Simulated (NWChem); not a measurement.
Species: CH3Mg cation; SMILES [CH3][Mg+]

Computed with NWChem. Pople sets run with spherical d functions. B3LYP is NWChem's, with the RPA form of VWN correlation. Each level has its own optimisation; frequencies are unscaled.

| level | r C–Mg (Å) | r C–H (Å) | highest harmonic frequency (cm⁻¹) | lowest (cm⁻¹) | zero-point energy (kcal/mol) |
|---|---|---|---|---|---|
| Hartree-Fock/6-31G* | 2.103 | 1.082 | ? | ? | ? |
| B3LYP/3-21G | 2.111 | 1.093 | 3177 | 515 | 22.3 |
| Hartree-Fock/STO-3G | 1.929 | 1.083 | 3742 | 833 | 26.9 |
| B3LYP/def2-TZVP | 2.082 | 1.088 | 3175 | 510 | 21.7 |
| B3LYP/6-31G* | 2.098 | 1.092 | 3202 | 501 | 22.0 |

Question: Complete the blanks.

Answer: 
- Hartree-Fock/6-31G*, highest harmonic frequency (cm⁻¹): 3340
- Hartree-Fock/6-31G*, lowest (cm⁻¹): 521
- Hartree-Fock/6-31G*, zero-point energy (kcal/mol): 23.2
